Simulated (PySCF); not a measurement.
1-methyl-2-(1-methylpyrrol-2-yl)pyrrole (C10H12N2), SMILES Cn1cccc1-c1cccn1C.

Geometry: B3LYP-D3(BJ)/def2-SVP. The values are those of a single conformer.

The numbers are results of CAM-B3LYP/def2-SVP (PySCF), not measurements.

Gas-phase values at a fixed geometry.

```
Property                                                                                                         Result
---------------------------------------------------------------------------------------------  ------------------------
total energy                                                                                         -497.14035 hartree
point group                                                                                                          C2
highest occupied level                                                                                         -6.39 eV
lowest empty level                                                                                              1.42 eV
orbital gap                                                                                                     7.81 eV
dipole moment                                                                                                    1.51 D
quadrupole, principal values (traceless, Buckingham form, about the centre of nuclear charge)   -8.82, -6.20, 15.02 D·Å
mean static polarisability                                                                       117.4 bohr³ (17.40 Å³)
polarisability, principal values                                                               70.8, 122.2, 159.3 bohr³
```
